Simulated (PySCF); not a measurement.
CH$_{5}$BO$_{3}$ (SMILES COB(O)O), singlet, at a GFN2-xTB geometry.

The PySCF input:
```python
from pyscf import gto, scf, dft
from pyscf.prop import polarizability

mol = gto.M(
    atom='''
B     0.01418998    0.02814444    0.50381150
O    -0.21440423   -0.55518038    1.71404321
H    -0.00020355   -0.03296419    2.48579483
O     0.52346110    1.29534987    0.35617885
H     0.71294341    1.77494457    1.16047888
O    -0.29856168   -0.71619977   -0.57514783
C    -0.11128416   -0.26471109   -1.89907019
H     0.74936553   -0.78025390   -2.33212961
H    -1.00790193   -0.51803087   -2.46717458
H     0.05859022    0.81209099   -1.93219955
''',
    basis='6-31g*',
    verbose=3,
)

mf = dft.RKS(mol)
mf.xc = 'pbe0'
mf.kernel()
alpha = mf.Polarizability().polarizability()[2, 2]
print('alpha_zz =', alpha)
```

**Question.** Give the polarisability along z at the level PBE0/6-31G*, polarisability run with PySCF.

**Answer.** 39.2 bohr³

**Question.** What is the computed HOMO-LUMO gap (PBE0/6-31G*, polarisability)?

**Answer.** 9.55 eV

**Question.** Give the Mulliken (on the basis functions themselves) charges in atom order at the level PBE0/6-31G*, polarisability.

**Answer.** B1 0.59, O2 -0.61, H3 0.41, O4 -0.64, H5 0.42, O6 -0.43, C7 -0.28, H8 0.17, H9 0.18, H10 0.18

**Question.** Estimate the nuclear repulsion energy that PBE0/6-31G*, polarisability returns for this input.

**Answer.** 176.1556 Eh

**Question.** Estimate the number of basis functions that PBE0/6-31G*, polarisability returns for this input.

**Answer.** 80
